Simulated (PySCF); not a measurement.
C4H8Si, SMILES CC[SiH2]C#C, singlet (GFN2-xTB optimised geometry):

```
13

C      2.459     1.234     2.481
C      2.108     0.629     1.503
Si     1.538    -0.290     0.000
C     -0.368    -0.290     0.000
C     -0.964     1.113     0.000
H      2.773     1.760     3.337
H      2.052     0.407    -1.186
H      2.044    -1.667     0.070
H     -0.736    -0.832     0.874
H     -0.734    -0.834    -0.874
H     -0.646     1.667    -0.881
H     -2.052     1.075     0.002
H     -0.640     1.665     0.880
```

Level of theory: CAM-B3LYP/def2-TZVP (PySCF).

Problem. What are the frontier orbital energies and the dipole moment?

Solution. HOMO-2 -10.32 eV, HOMO-1 -9.52 eV, HOMO -9.36 eV, LUMO 1.06 eV, LUMO+1 1.36 eV; dipole moment 0.64 D.

Meta-Löwdin charges at CAM-B3LYP/def2-TZVP: C1 -0.17, C2 -0.29, Si3 0.68, C4 -0.43, C5 -0.32, H6 0.17, H7 -0.10, H8 -0.10, H9 0.12, H10 0.11, H11 0.11, H12 0.11, H13 0.11.
